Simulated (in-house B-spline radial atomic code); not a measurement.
# RPA and G0W0 on TPSS: I III (I2+)

Configuration [Kr] 4d10 5s2 5p3, highest spin, mean-field start TPSS. Computed with an all-electron radial atomic-structure program (B-spline basis): all electrons, non-relativistic, point nucleus, each spin shell either full or empty, empty states to l = 9 with an (l + 1/2)⁻⁴ tail; G0W0 by contour deformation at full frequency.

Without relativity these are model numbers: it shifts the levels of so heavy an element strongly and can reorder them.

Command:
```bash
python run_gw.py task.json out
```
Settings (radii: box in bohr, nucleus in fm):
```
Z                        53
electrons                51
configuration            [Kr] 4d10 5s2 5p3
hamiltonian              nr
method                   tpss,tpss
lmax                     9
spin_polarised           True
box_radius               17.55
intervals                54
```

Cost of the run: 6.1 s on 1 thread of Arm Neoverse N1 (shared host).

Energies (hartree):

```
                                     term        value
                         mean-field total  -6919.16958
Hartree-Fock functional on these orbitals  -6916.96611
                      direct second order       -4.513
                    second-order exchange        1.237
                         SOSEX correction       1.1467
```

**Question.** What is the RPA correlation energy, and what remains with SOSEX?

**Answer.** RPA gives -3.9341 hartree (-2.1 eV per electron); RPA + SOSEX gives -2.7875, and the second-order doubles -3.2761 hartree (no singles). SOSEX takes back 29 % of the RPA value.

Quasi-particle levels (eV):

```json
{"level": "5p up", "occupied": "yes", "mean field": "-25.546", "Σx - vxc": "-4.46", "Σc": "?", "QP weight": "?", "G0W0": "?"}
{"level": "5s down", "occupied": "yes", "mean field": "-32.55", "Σx - vxc": "-2.72", "Σc": "-2.43", "QP weight": "0.920", "G0W0": "-37.70"}
{"level": "5p down", "occupied": "no", "mean field": "-22.644", "Σx - vxc": "6.06", "Σc": "-2.66", "QP weight": "0.922", "G0W0": "-19.247"}
```

G0W0 = mean field + (Σx - vxc) + Σc, with Σc (partial-wave tail included) taken at the quasi-particle energy. Only the outer levels were computed. Levels of low weight are left out.

**Question.** Where does G0W0 put 5p up?

**Answer.** At -30.43 eV, with Σc = -0.43 eV and a quasi-particle weight of 0.919. The tabulated removal energy is 29.57 ± 0.025 eV (NIST, measured); the calculation leaves out relativity, Breit and QED terms, and what these don't explain is the method's own error.
